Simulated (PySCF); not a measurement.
B(Br)(OH)(OMe) (CH₄BBrO₂), SMILES B(O)(Br)OC.

Geometry optimised at B3LYP-D3(BJ)/def2-SVP. The structure was generated by enumeration, and PubChem lists no compound with its InChIKey, so it may never have been made. One conformer was computed; it need not be the lowest.

Two levels are set side by side: PBE/def2-TZVP (PySCF) and r2SCAN/def2-TZVP (PySCF). Same geometry, gas phase. Differences are taken from unrounded values.

| quantity | r2SCAN |
|---|---|
| orbital gap (eV) | 7.59 |
| highest occupied level (eV) | -7.30 |
| lowest empty level (eV) | 0.29 |
| dipole moment (D) | 2.12 |
| mean polarisability (bohr³) | 53.6 |

**Question.** What does PBE give, and how far is it from r2SCAN? (An estimate is asked for; the answer gives what the named calculation found.)

**Answer.** 
```tsv
quantity	PBE	PBE minus r2SCAN
orbital gap (eV)	6.80	-0.78
highest occupied level (eV)	-6.96	0.34
lowest empty level (eV)	-0.15	-0.44
dipole moment (D)	2.04	-0.07
mean polarisability (bohr³)	55.4	1.8
```

Rough cost on one machine, each run with all the roots and properties that it gave: r2SCAN against PBE about 4 times.
